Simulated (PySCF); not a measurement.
Sn(Me)(NH2)3 (CH9N3Sn), SMILES [CH3][Sn]([NH2])([NH2])[NH2].

Geometry: B3LYP-D3(BJ)/def2-SVP. The def2 effective core potentials stand for the cores of Sn; spin–orbit coupling is left out. One conformer was computed; it need not be the lowest.

The numbers are results of TDA-M06-2X/def2-SVPD (PySCF), not measurements.

Vertical excitations. The molecule is in vacuum.

Computed excitation energies, oscillator strengths and character:
```csv
state,energy (eV),λ (nm),f,main pairs
S1,5.74,216,0.116,HOMO→LUMO 88 %
S2,6.05,205,0.103,HOMO−1→LUMO 77 %
S3,6.56,189,0.051,"HOMO−2→LUMO 55 %, HOMO→LUMO+3 27 %"
S4,7.05,176,0.002,"HOMO→LUMO+1 66 %, HOMO→LUMO+2 19 %"
S5,7.15,173,0.052,"HOMO−1→LUMO+1 48 %, HOMO−3→LUMO 17 %, HOMO−1→LUMO 16 %"
S6,7.34,169,0.001,"HOMO→LUMO+2 59 %, HOMO→LUMO+1 15 %, HOMO→LUMO+6 12 %"
S7,7.55,164,0.055,"HOMO−3→LUMO 34 %, HOMO−1→LUMO+1 19 %, HOMO−1→LUMO+2 17 %, HOMO→LUMO+3 14 %"
S8,7.65,162,0.000,"HOMO−1→LUMO+3 64 %, HOMO−1→LUMO+4 30 %"
S9,7.74,160,0.005,"HOMO→LUMO+3 36 %, HOMO−2→LUMO 22 %, HOMO−1→LUMO+2 18 %"
S10,7.81,159,0.016,"HOMO→LUMO+4 35 %, HOMO−2→LUMO+1 14 %, HOMO→LUMO+6 14 %, HOMO−1→LUMO+5 6 %"
T1,5.18,239,0,HOMO→LUMO 72 %
T2,5.59,222,0,"HOMO−1→LUMO 61 %, HOMO−1→LUMO+1 19 %, HOMO−1→LUMO+6 11 %"
T3,6.16,201,0,"HOMO−2→LUMO 43 %, HOMO→LUMO+3 26 %, HOMO−1→LUMO+1 9 %"
T4,6.70,185,0,"HOMO−3→LUMO 33 %, HOMO−1→LUMO+1 25 %, HOMO−1→LUMO 11 %, HOMO−3→LUMO+6 7 %"
```
Triplets are in the Tamm–Dancoff approximation.
